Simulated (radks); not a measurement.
All-electron atom: Te XXXIII in [Ar] 3d2.

Method: scalar-relativistic Kohn-Sham, BLYP, spin-polarised, spherical densities, finite nucleus; open shells are filled with parallel spins first (spin-orbit coupling, left out, can overturn this in heavy ions); Fermi nuclear charge, rms radius 4.7423 fm; computed with a radial shooting solver on a logarithmic mesh with Libxc functionals.

Energy parts (Ry):
total: -12118.20617
kinetic: 12762.98046
electron-nucleus: -26837.91509
Hartree: 2202.60602
exchange-correlation: -245.87755

Orbitals (lengths in bohr, moments of r in powers of bohr; r(90%) holds 90 % of the orbital's charge):
[
 {"orbital": "1s up", "occ.": "1", "eigenvalue (Ry)": "-2441.084", "r(90%)": "0.0500"},
 {"orbital": "1s down", "occ.": "1", "eigenvalue (Ry)": "-2441.079", "r(90%)": "0.0500"},
 {"orbital": "2s up", "occ.": "1", "eigenvalue (Ry)": "-470.5608", "r(90%)": "0.183"},
 {"orbital": "2s down", "occ.": "1", "eigenvalue (Ry)": "-470.0265", "r(90%)": "0.183"},
 {"orbital": "2p up", "occ.": "3", "eigenvalue (Ry)": "-434.8080", "r(90%)": "0.169"},
 {"orbital": "2p down", "occ.": "3", "eigenvalue (Ry)": "-434.4045", "r(90%)": "0.169"},
 {"orbital": "3s up", "occ.": "1", "eigenvalue (Ry)": "-168.1377", "r(90%)": "0.434"},
 {"orbital": "3s down", "occ.": "1", "eigenvalue (Ry)": "-167.5366", "r(90%)": "0.435"},
 {"orbital": "3p up", "occ.": "3", "eigenvalue (Ry)": "-156.7344", "r(90%)": "0.432"},
 {"orbital": "3p down", "occ.": "3", "eigenvalue (Ry)": "-156.1084", "r(90%)": "0.433"},
 {"orbital": "3d up", "occ.": "2", "eigenvalue (Ry)": "-141.8931", "r(90%)": "0.398"},
 {"orbital": "3d down", "occ.": "0", "eigenvalue (Ry)": "-141.1147", "r(90%)": "0.399"}
]

The highest occupied level is 3d up at -1930.6 eV. Summed over all electrons, <r^2> = 1.062 bohr^2, which gives a Langevin (diamagnetic) susceptibility term of -0.841 x 10^-6 cm^3/mol. The density falls to 0.001 e/bohr^3 at r = 0.88 bohr. The spin density at the nucleus is -7.14 e/bohr^3 (1s -1.02, 2s -22.31, 3s 16.19). Spin moment in Bohr magnetons: 2. The electron density at the nucleus is 2.353e+05 e/bohr^3 (large components only).
